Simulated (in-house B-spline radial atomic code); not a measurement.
The silver ion Ag⁴⁺: [Ar] 3d9 4s2 4p6 4d7 5s1 (an excited or competing configuration)

Method: non-relativistic M06-2X, spin-polarised, spherical fractional occupations, point nucleus. Calculated with an all-electron radial atomic-structure program (B-spline basis).

Effective charges: Z_r = [3n² - l(l+1)]/(2<r>) from the radius, Z_e = n√(-2ε) from the energy, and Slater's rules. Values are occupation-weighted means over spin.

```csv
shell,electrons,ε (eV),<r> (bohr),Z_r,Z_e,Slater
1s,2,-24791,0.03241,46.28,42.69,46.70
2s,2,-3699.6,0.1406,42.68,32.98,42.85
2p,6,-3451.6,0.12,41.66,31.86,42.85
3s,2,-758.6,0.3783,35.69,22.40,35.75
3p,6,-658.38,0.3689,33.88,20.87,35.75
3d,9,-470.8,0.3394,30.93,17.65,26.20
4s,2,-164.71,0.9088,26.41,13.92,20.10
4p,6,-130.33,0.9601,23.95,12.38,20.10
4d,7,-72.768,1.126,18.65,9.25,9.90
5s,1,-47.255,2.167,17.31,9.32,7.25
```

The least bound orbital is 5s up at -47.25 eV, and it is also the most diffuse (<r> = 2.167 bohr). The part-filled 3d shell lies below the filled 4p shell in orbital energy.

Caution: exact exchange at fractional occupations of open shells leaves self-interaction of up to several eV.
